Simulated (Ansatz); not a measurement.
One change: `N[SiH]1NC[SiH2]1` becomes `[SiH3][SiH]1NC[SiH2]1`.

Ansatz, PBE0-D4/def2-TZVP geometries, multiplicity 1. Each molecule was computed in one conformer, which needn't be the lowest.

```csv
property,`N[SiH]1NC[SiH2]1`
HOMO energy (PBE/def2-TZVPP) / eV,-5.34
LUMO energy (PBE0/def2-TZVPP) / eV,0.29
LUMO energy (ωB97M-V/def2-TZVPP) / eV,1.86
size of the dipole moment (B3LYP/def2-TZVPP) / D,1.23
HOMO–LUMO gap (ωB97M-V/def2-TZVPP) / eV,10.61
HOMO–LUMO gap (PBE0/def2-TZVPP) / eV,6.87
```

Give the same properties after the change, and the shifts. (Estimate.)

The calculation gave: 
```json
{"property": "HOMO energy (PBE/def2-TZVPP) / eV", "`[SiH3][SiH]1NC[SiH2]1`": "-5.34", "shift": "0.00"}
{"property": "LUMO energy (PBE0/def2-TZVPP) / eV", "`[SiH3][SiH]1NC[SiH2]1`": "-0.58", "shift": "-0.87"}
{"property": "LUMO energy (ωB97M-V/def2-TZVPP) / eV", "`[SiH3][SiH]1NC[SiH2]1`": "1.10", "shift": "-0.76"}
{"property": "size of the dipole moment (B3LYP/def2-TZVPP) / D", "`[SiH3][SiH]1NC[SiH2]1`": "1.17", "shift": "-0.06"}
{"property": "HOMO–LUMO gap (ωB97M-V/def2-TZVPP) / eV", "`[SiH3][SiH]1NC[SiH2]1`": "9.84", "shift": "-0.77"}
{"property": "HOMO–LUMO gap (PBE0/def2-TZVPP) / eV", "`[SiH3][SiH]1NC[SiH2]1`": "5.99", "shift": "-0.88"}
```

Dipoles are sizes alone; their direction can turn.

B3LYP here is the variant with VWN-RPA as its local correlation; programs differ in this.
